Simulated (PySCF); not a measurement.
**Exercise with solution: oscillator strength and radiative lifetime**

CH₅GaO₂, SMILES [OH][Ga]([CH3])[OH].

Geometry optimised at PBE-D3(BJ)/def2-SVP. One conformer was computed; it need not be the lowest.

TDA-B3LYP/def2-SVPD run with PySCF 2.14.0 puts the first singlet state with f over 0.02 at 6.73 eV (vertical), with the transition dipole (-0.735, -0.674, -0.076) in atomic units.

**Question.** Find the oscillator strength, the wavelength and the radiative lifetime that this transition would have in vacuum if emission retraced absorption.

**Answer.** 
|μ|² = 1.0003 au, so |μ| = 2.54 D. ΔE = 6.73/27.211 = 0.2473 hartree. f = (2/3) ΔE |μ|² = 0.165 (the program prints 0.165).
λ = 1239.84/6.73 = 184 nm; ν = 54281 cm⁻¹.
Einstein's coefficient A = 0.6670 ν² f s⁻¹ (ν in cm⁻¹) = 3.2e8 s⁻¹, so τ = 1/A = 3.1 ns. This state is S2; the lower singlet has f = 0.000. The figure is the radiative limit of this one transition; relaxation, internal conversion, crossing to triplets and a medium change what is measured.
